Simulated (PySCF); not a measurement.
## Zr³⁷⁺: ionisation energy

Zr³⁷⁺ [He] 2s1 (2S) → Zr³⁸⁺ 1s2 (1S), as a difference of total energies. Calculation: PySCF 2.14, in an uncontracted even-tempered set (17 s from 14 bohr⁻², ratio 2.2; 8 p from 22 bohr⁻², ratio 2.4; 5 d from 65 bohr⁻², ratio 2.4; 5 f from 97 bohr⁻², ratio 2.4; 4 g from 150 bohr⁻², ratio 2.4); the non-relativistic Hamiltonian (point nucleus). Correlated levels: nothing frozen; virtual orbitals above 40 to 60 times the deepest correlated orbital energy dropped. The calculations carry no spin-orbit coupling.

| method | ionisation energy (eV) | difference from reference (eV) |
| --- | --- | --- |
| UHF | 5015.9 | -131.0 |
| LDA | 5011.3 | -135.6 |
| PBE | 5019.3 | -127.6 |
| PBE0 | 5018.5 | -128.4 |
| r2SCAN | 5013.9 | -133.0 |
| TPSSh | 5018.4 | -128.5 |
| r2SCAN0 | 5014.5 | -132.4 |
| MP2 (all electrons) | 5016.1 | -130.8 |
| SCS-MP2 (all electrons) | 5016.1 | -130.8 |

Reference: 5146.9 eV (theoretical estimate listed by NIST; NIST Atomic Spectra Database, ionization energies).

The gap to the reference is mostly relativistic.
